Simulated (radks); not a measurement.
Q: Valence configurations of the terbium ion Tb3+ (all share [Xe]). All-electron calculation, Dirac Kohn-Sham, PBE, spin-unpolarised, spherical densities, finite nucleus; open shells fill j = l - 1/2 first; Fermi nuclear charge, rms radius 5.06 fm. Program: a radial shooting solver on a logarithmic mesh with Libxc functionals. Order these by energy: 4f7.5 6p0.5; 4f7 6s0.5 6p0.5; 4f7 6p1; 4f6.5 5d0.5 6s1; 4f7 5d1; 4f5 5d2 6s1; 4f8; 4f6 5d2; 4f7 6s1; 4f6 6s2.

A: From the lowest, in eV above it: 4f8 0.000; 4f7.5 6p0.5 8.803; 4f7 5d1 11.148; 4f7 6s1 14.653; 4f7 6s0.5 6p0.5 17.241; 4f7 6p1 19.834; 4f6.5 5d0.5 6s1 22.806; 4f6 5d2 27.847; 4f6 6s2 37.962; 4f5 5d2 6s1 57.529. NIST lists [Xe] 4f8 as the ground configuration; this level of theory agrees among the configurations tried. The energies are those of spherical spin-averaged densities, not of single terms.
